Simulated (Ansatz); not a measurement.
Compare A (`B[CH2][Zn][CH3]`) with its isomer B (`C[B](C)[ZnH]`).

Calculated with Ansatz (gas phase, PBE0-D4/def2-TZVP geometries, no zero-point term in ΔE). CBS: MP2 limit from def2 TZ/QZ plus the TZ coupled-cluster correction, frozen cores. Functionals use def2-TZVPP. B3LYP here is the variant with VWN-RPA as its local correlation; programs differ in this. For Zn outer-core shells are correlated without core-valence functions, which leaves a few kJ/mol of doubt a bond. Scalar relativity is left out up to krypton. One conformer a species, not always the lowest.

Task: Which is lower in electronic energy at CCSD(T)/CBS, and by how much? (An estimate is asked.)

Result: Computed: A, by 11.8 kcal/mol.

Task: Give E(B) − E(A) in kcal/mol with CCSD(T)/def2-TZVPP, CCSD/def2-TZVPP, MP2/def2-TZVPP, B3LYP-D4, B3LYP, HF/def2-TZVPP, PBE0-D4. (Estimate.)

Result: Computed: CCSD(T)/def2-TZVPP 11.8, CCSD/def2-TZVPP 11.1, MP2/def2-TZVPP 14.4, B3LYP-D4 8.9, B3LYP 9.5, HF/def2-TZVPP 8.4, PBE0-D4 8.9. None reverses the order clearly.

Largest T1 diagnostic: 0.013.

In def2-TZVPP, CCSD(T) changes the Hartree–Fock value by +3.5 kcal/mol (the triples alone add +0.8 kcal/mol) and MP2 by +6.1 kcal/mol.
